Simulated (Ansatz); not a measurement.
C$_{3}$H$_{6}$AlB (`BC1=[CH][AlH][CH2]1`). The species carries charge 0 and has multiplicity 1.

Z-matrix (Å, degrees):
```
C
C 1 1.369
Al 1 2.271 2 57.2
B 1 1.535 2 119.3 3 -152.2
C 1 1.526 2 113.4 3 16.6
H 2 1.085 1 122.2 3 168.8
H 3 1.588 1 160.1 2 -90.5
H 4 1.197 1 120.6 2 -49.0
H 4 1.199 1 119.8 2 127.5
H 5 1.092 1 110.4 2 98.0
H 5 1.092 1 115.0 2 -139.1
```

Task: List the harmonic frequencies (cm⁻¹, unscaled) at PBE0-D4/def2-TZVP in Ansatz. (Estimate.)

Result: Computed: 91, 194, 256, 367, 420, 475, 557, 618, 660, 709, 815, 863, 908, 992, 1023, 1041, 1102, 1192, 1275, 1427, 1496, 1913, 2571, 2653, 3080, 3128, 3190.

Task: Is this a minimum?

Result: Yes, all 27 modes are real.

Task: Give the ideal-gas thermochemistry at 298.15 K and 1 bar (rigid rotor, harmonic oscillator; point group C1, symmetry number 1).

Result: Zero-point energy 197.5 kJ/mol; H(298) − E = 216.9 kJ/mol; entropy 324.8 J/(mol·K), of which translation 163.5, rotation 108.0, vibration 53.3; G(298) − E = 120.0 kJ/mol. Modes under 100 cm⁻¹ are hindered rotations or soft bends, so the harmonic entropy is rough.

Task: And at 400, 500, 600, 800 and 1000 K?

Result: 
| T (K) | H − E (kJ/mol) | S (J/mol/K) | G − E (kJ/mol) |
| --- | --- | --- | --- |
| 400 | 228.9 | 359.3 | 85.2 |
| 500 | 242.9 | 390.6 | 47.7 |
| 600 | 258.7 | 419.2 | 7.2 |
| 800 | 294.1 | 470.0 | -81.9 |
| 1000 | 333.3 | 513.7 | -180.4 |
